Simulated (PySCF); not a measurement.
CH7FN2Si, SMILES CN[Si@H](N)F. Geometry: PBE-D3(BJ)/def2-SVP. The structure was generated by enumeration; whether it is a known compound was not checked. One conformer was computed; it need not be the lowest.

Computed equilibrium geometry at PBE-D3(BJ)/def2-SVP (PySCF confirms it by a frequency run) as bond lengths and angles (one conformer of several):
Atoms: C1 N2 Si3 N4 F5 H6 H7 H8 H9 H10 H11 H12. Bond lengths (Å): C1–N2 1.451, C1–H6 1.109, C1–H7 1.113, C1–H8 1.115, N2–Si3 1.719, N2–H9 1.023, Si3–N4 1.727, Si3–F5 1.648, Si3–H10 1.501, N4–H11 1.022, N4–H12 1.022. Bond angles (°): N2–C1–H6 109.6, N2–C1–H7 112.1, N2–C1–H8 113.6, H6–C1–H7 106.9, H6–C1–H8 106.9, H7–C1–H8 107.5, C1–N2–Si3 126.7, C1–N2–H9 114.8, Si3–N2–H9 116.8, N2–Si3–N4 106.8, N2–Si3–F5 116.5, N2–Si3–H10 105.9, N4–Si3–F5 103.1, N4–Si3–H10 120.9, F5–Si3–H10 104.3, Si3–N4–H11 119.3, Si3–N4–H12 120.0, H11–N4–H12 111.4.
